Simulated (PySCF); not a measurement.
# UHF on I²⁺ (iodine, charge +2)

Configuration: [Kr] 4d10 5s1 5p3 5d1, high-spin 6D determinant (an excited configuration). All numbers are calculated (PySCF 2.14, scalar relativity through the core potential, in aug-cc-pVQZ-PP with ECP28MDF (7s7p5d3f2g, 92 functions)).

* Total energy: -292.924399 hartree
* One-electron energy: -492.0497 hartree
* Hartree (Coulomb) energy: 219.7259 hartree
* Exchange energy: -20.6006 hartree
* ⟨S²⟩: 8.7521
* ⟨L²⟩: 6.057
* Sum of ⟨r⟩: 27.08 bohr
* Sum of ⟨r²⟩: 45.63 bohr²
* Traceless quadrupole moment −½Σ⟨3z² − r²⟩ along its main axis: 3.05 e·bohr²

```json
{"shell": "4s α", "electrons": "1", "mean orbital energy (hartree)": "-8.65035", "spread (hartree)": "0", "rms radius, mean of both spins (bohr)": "0.796"}
{"shell": "4s β", "electrons": "1", "mean orbital energy (hartree)": "-8.59036", "spread (hartree)": "0", "rms radius, mean of both spins (bohr)": "0.796"}
{"shell": "4p α", "electrons": "3", "mean orbital energy (hartree)": "-6.47314", "spread (hartree)": "0.00423", "rms radius, mean of both spins (bohr)": "0.852"}
{"shell": "4p β", "electrons": "3", "mean orbital energy (hartree)": "-6.42550", "spread (hartree)": "0.01016", "rms radius, mean of both spins (bohr)": "0.852"}
{"shell": "4d α", "electrons": "5", "mean orbital energy (hartree)": "-3.19474", "spread (hartree)": "0.01508", "rms radius, mean of both spins (bohr)": "0.990"}
{"shell": "4d β", "electrons": "5", "mean orbital energy (hartree)": "-3.15354", "spread (hartree)": "0.01326", "rms radius, mean of both spins (bohr)": "0.990"}
{"shell": "5s α", "electrons": "1", "mean orbital energy (hartree)": "-1.79704", "spread (hartree)": "0", "rms radius, mean of both spins (bohr)": "1.99"}
{"shell": "5p α", "electrons": "3", "mean orbital energy (hartree)": "-1.23723", "spread (hartree)": "0.01295", "rms radius, mean of both spins (bohr)": "2.28"}
{"shell": "5d α", "electrons": "1", "mean orbital energy (hartree)": "-0.61236", "spread (hartree)": "0", "rms radius, mean of both spins (bohr)": "3.25"}
```

Energies and moments cover only the electrons outside the core potential. The outer electron is Rydberg-like, and this basis confines it to a smaller radius and binds it less than a complete one would.
